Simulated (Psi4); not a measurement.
CsF, charge +1, doublet, at a GFN2-xTB geometry (such geometries of metal compounds can be far from the true shape) (a state made from the parent by changing its charge; the spin is typed, not shown lowest) (core potentials on Cs); HF/def2-SVP (Psi4).

Input for Psi4:
```
memory 2 GB

molecule mol {
1 2
Cs   -0.000000   -0.000000   -0.513525
F     0.000000    0.000000    3.138210
}

set {
  basis def2-svp
  reference uhf
  basis_guess true
}

energy('scf')
print_variables()
```

Problem. Predict the main parts of the log of this Psi4 run.

Solution. 
```
  //>>>>>>>>>>>>>>>>>>>>>>>>>>>>>>>>>>>//
  //    Guess SCF, def2-sv_p_ Basis    //
  //<<<<<<<<<<<<<<<<<<<<<<<<<<<<<<<<<<<//

   => Loading Basis Set <=

    Name: DEF2-SV_P_
    Role: ORBITAL
    Keyword: BASIS

    !!!  WARNING: ECP capability is in beta. Please check occupations closely.  !!!

         ---------------------------------------------------------
                           SCF Castup computation
         ---------------------------------------------------------
                                   SCF
               by Justin Turney, Rob Parrish, Andy Simmonett
                          and Daniel G. A. Smith
                              UHF Reference
         ---------------------------------------------------------

  ==> Geometry <==

    Molecular point group: c2v
    Full point group: C_inf_v

    Geometry (in Angstrom), charge = 1, multiplicity = 2:

       Center              X                  Y                   Z               Mass
    ------------   -----------------  -----------------  -----------------  -----------------
         CS           0.000000000000     0.000000000000    -0.456717400075   132.905451961000
         F            0.000000000000     0.000000000000     3.195017599925    18.998403162730

  Running in c2v symmetry.

  Rotational constants: A = ************  B =      0.07605  C =      0.07605 [cm^-1]
  Rotational constants: A = ************  B =   2279.96191  C =   2279.96191 [MHz]
  Nuclear repulsion =   11.737805197877176

  Charge       = 1
  Multiplicity = 2
  Electrons    = 17
  Nalpha       = 9
  Nbeta        = 8

  ==> Algorithm <==

  SCF Algorithm Type is DF.
  DIIS enabled.
  MOM disabled.
  Fractional occupation disabled.
  Guess Type is SAD.
  Energy threshold   = 1.00e-06
  Density threshold  = 1.00e-06
  Integral threshold = 1.00e-12

  ==> Primary Basis <==

  Basis Set: DEF2-SV_P_
    Blend: DEF2-SV_P_
    Number of shells: 16
    Number of basis functions: 38
    Number of Cartesian functions: 41
    Spherical Harmonics?: true
    Max angular momentum: 2

  Core potential: DEF2-SV_P_
    Number of shells: 4
    Number of ECP primitives: 10
    Number of ECP core electrons: 46
    Max angular momentum: 3

   => Loading Basis Set <=

    Name: (DEF2-SV_P_ AUX)
    Role: JKFIT
    Keyword: DF_BASIS_SCF

  ==> Integral Setup <==

  SCF_SUBTYPE=INCORE selected. In-core MEM_DF algorithm will be used.
  Using in-core AOs.

  ==> MemDFJK: Density-Fitted J/K Matrices <==

    J tasked:                   Yes
    K tasked:                   Yes
    wK tasked:                   No
    Algorithm:                 Core
    Schwarz Cutoff:           1E-12
    Mask sparsity (%):       1.3850
    Fitting Condition:        1E-10

   => Auxiliary Basis Set <=

  Basis Set: (DEF2-SV_P_ AUX)
    Blend: DEF2-UNIVERSAL-JKFIT
    Number of shells: 59
    Number of basis functions: 207
    Number of Cartesian functions: 264
    Spherical Harmonics?: true
    Max angular momentum: 5

  Minimum eigenvalue in the overlap matrix is 3.0591951594E-02.
  Reciprocal condition number of the overlap matrix is 1.0453446928E-02.
    Using symmetric orthogonalization.

  ==> Pre-Iterations <==

  SCF Guess: Superposition of Atomic Densities via on-the-fly atomic UHF (no occupation information).

   -------------------------
    Irrep   Nso     Nmo
   -------------------------
     A1        19      19
     A2         3       3
     B1         8       8
     B2         8       8
   -------------------------
    Total      38      38
   -------------------------

  ==> Iterations <==

                           Total Energy        Delta E     RMS |[F,P]|

   @DF-UHF iter SAD:  -118.08318828656195   -1.18083e+02   0.00000e+00
   @DF-UHF iter   1:  -119.00152219502473   -9.18334e-01   7.64380e-03 DIIS/ADIIS
   @DF-UHF iter   2:  -119.01312686025726   -1.16047e-02   2.04648e-03 DIIS/ADIIS
   @DF-UHF iter   3:  -119.01385848279797   -7.31623e-04   6.81839e-04 DIIS/ADIIS
   @DF-UHF iter   4:  -119.01397074189072   -1.12259e-04   1.95331e-04 DIIS/ADIIS
   @DF-UHF iter   5:  -119.01398705172363   -1.63098e-05   4.66519e-05 DIIS
   @DF-UHF iter   6:  -119.01398803288005   -9.81156e-07   7.61610e-06 DIIS
   @DF-UHF iter   7:  -119.01398805834917   -2.54691e-08   7.06178e-07 DIIS
  Energy and wave function converged.

  ==> Post-Iterations <==

   @Spin Contamination Metric:   2.618487349E-03
   @S^2 Expected:                7.500000000E-01
   @S^2 Observed:                7.526184873E-01
   @S   Expected:                5.000000000E-01
   @S   Observed:                5.000000000E-01

    Orbital Energies [Eh]
    ---------------------

    Alpha Occupied:

[...]
    Alpha Virtual:

[...]
    Beta Occupied:

[...]
    Beta Virtual:

[...]
    Final Occupation by Irrep:
             A1    A2    B1    B2
    DOCC [     5,    0,    1,    2 ]
    SOCC [     0,    0,    1,    0 ]
    NA   [     5,    0,    2,    2 ]
    NB   [     5,    0,    1,    2 ]

  @DF-UHF Final Energy:  -119.01398805834917

   => Energetics <=

    Nuclear Repulsion Energy =             11.7378051978771758
    One-Electron Energy =                -192.5724313827640515
    Two-Electron Energy =                  61.8206381265377019
    Total Energy =                       -119.0139880583491703

  UHF NO Occupations:
  HONO-2 :    4 A1 1.9998225
  HONO-1 :    5 A1 1.9990134
  HONO-0 :    2 B1 1.0000000
  LUNO+0 :    6 A1 0.0009866
  LUNO+1 :    7 A1 0.0001775
  LUNO+2 :    3 B2 0.0001456
  LUNO+3 :    8 A1 0.0000000

Computation Completed

  //>>>>>>>>>>>>>>>>>>>>>>>>>>>>>>>>>>>//
  //                SCF                //
  //<<<<<<<<<<<<<<<<<<<<<<<<<<<<<<<<<<<//

   => Loading Basis Set <=

    Name: DEF2-SVP
    Role: ORBITAL
    Keyword: BASIS

    !!!  WARNING: ECP capability is in beta. Please check occupations closely.  !!!

         ---------------------------------------------------------
                                   SCF
               by Justin Turney, Rob Parrish, Andy Simmonett
                          and Daniel G. A. Smith
                              UHF Reference
         ---------------------------------------------------------

  ==> Geometry <==

    Molecular point group: c2v
    Full point group: C_inf_v

    Geometry (in Angstrom), charge = 1, multiplicity = 2:

       Center              X                  Y                   Z               Mass
    ------------   -----------------  -----------------  -----------------  -----------------
         CS           0.000000000000     0.000000000000    -0.456717400075   132.905451961000
         F            0.000000000000     0.000000000000     3.195017599925    18.998403162730

  Running in c2v symmetry.

  Rotational constants: A = ************  B =      0.07605  C =      0.07605 [cm^-1]
  Rotational constants: A = ************  B =   2279.96191  C =   2279.96191 [MHz]
  Nuclear repulsion =   11.737805197877176

  Charge       = 1
  Multiplicity = 2
  Electrons    = 17
  Nalpha       = 9
  Nbeta        = 8

  ==> Algorithm <==

  SCF Algorithm Type is DF.
  DIIS enabled.
  MOM disabled.
  Fractional occupation disabled.
  Guess Type is SAD.
  Energy threshold   = 1.00e-06
  Density threshold  = 1.00e-06
  Integral threshold = 1.00e-12

  ==> Primary Basis <==

  Basis Set: DEF2-SVP
    Blend: DEF2-SVP
    Number of shells: 16
    Number of basis functions: 38
    Number of Cartesian functions: 41
    Spherical Harmonics?: true
    Max angular momentum: 2

  Core potential: DEF2-SVP
    Number of shells: 4
    Number of ECP primitives: 10
    Number of ECP core electrons: 46
    Max angular momentum: 3

   => Loading Basis Set <=

    Name: (DEF2-SVP AUX)
    Role: JKFIT
    Keyword: DF_BASIS_SCF

  Computing basis projection from DEF2-SV_P_ to DEF2-SVP

  ==> Integral Setup <==

  SCF_SUBTYPE=INCORE selected. In-core MEM_DF algorithm will be used.
  Using in-core AOs.

  ==> MemDFJK: Density-Fitted J/K Matrices <==

    J tasked:                   Yes
    K tasked:                   Yes
    wK tasked:                   No
    Algorithm:                 Core
    Schwarz Cutoff:           1E-12
    Mask sparsity (%):       1.3850
    Fitting Condition:        1E-10

   => Auxiliary Basis Set <=

  Basis Set: (DEF2-SVP AUX)
    Blend: DEF2-UNIVERSAL-JKFIT
    Number of shells: 59
    Number of basis functions: 207
    Number of Cartesian functions: 264
    Spherical Harmonics?: true
    Max angular momentum: 5

  Minimum eigenvalue in the overlap matrix is 3.0591951594E-02.
  Reciprocal condition number of the overlap matrix is 1.0453446928E-02.
    Using symmetric orthogonalization.

  ==> Pre-Iterations <==

  SCF Guess: Orbitals guess was supplied from a previous computation.

   -------------------------
    Irrep   Nso     Nmo
   -------------------------
     A1        19      19
     A2         3       3
     B1         8       8
     B2         8       8
   -------------------------
    Total      38      38
   -------------------------

  ==> Iterations <==

                           Total Energy        Delta E     RMS |[F,P]|

   @DF-UHF iter   0:  -119.01398805854791   -1.19014e+02   8.23628e-08
   @DF-UHF iter   1:  -119.01398805855027   -2.35900e-12   3.36482e-08 DIIS
  Energy and wave function converged.

  ==> Post-Iterations <==

   @Spin Contamination Metric:   2.618496798E-03
   @S^2 Expected:                7.500000000E-01
   @S^2 Observed:                7.526184968E-01
   @S   Expected:                5.000000000E-01
   @S   Observed:                5.000000000E-01

    Orbital Energies [Eh]
    ---------------------

    Alpha Occupied:

[...]
    Alpha Virtual:

[...]
    Beta Occupied:

[...]
    Beta Virtual:

[...]
    Final Occupation by Irrep:
             A1    A2    B1    B2
    DOCC [     5,    0,    1,    2 ]
    SOCC [     0,    0,    1,    0 ]
    NA   [     5,    0,    2,    2 ]
    NB   [     5,    0,    1,    2 ]

  @DF-UHF Final Energy:  -119.01398805855027

   => Energetics <=

    Nuclear Repulsion Energy =             11.7378051978771758
    One-Electron Energy =                -192.5724327487378105
    Two-Electron Energy =                  61.8206394923103630
    Total Energy =                       -119.0139880585502681

  UHF NO Occupations:
  HONO-2 :    4 A1 1.9998225
  HONO-1 :    5 A1 1.9990134
  HONO-0 :    2 B1 1.0000000
  LUNO+0 :    6 A1 0.0009866
  LUNO+1 :    7 A1 0.0001775
  LUNO+2 :    3 B2 0.0001456
  LUNO+3 :    8 A1 0.0000000

Computation Completed

Properties will be evaluated at   0.000000,   0.000000,   0.000000 [a0]

Properties computed using the SCF density matrix

 Multipole Moments:

 ------------------------------------------------------------------------------------
     Multipole            Electronic (a.u.)      Nuclear  (a.u.)        Total (a.u.)
 ------------------------------------------------------------------------------------

 L = 1.  Multiply by 2.5417464519 to convert [e a0] to [Debye]
 Dipole X            :          0.0000000            0.0000000            0.0000000
 Dipole Y            :          0.0000000            0.0000000            0.0000000
 Dipole Z            :        -47.3638132           46.5717368           -0.7920764
 Magnitude           :                                                    0.7920764

 ------------------------------------------------------------------------------------

  Variable Map:
  ----------------------------------------------------------------------------
[...]
  Array Variable Map:
  ----------------------------------------------------------------------------
[...]
[...]
```
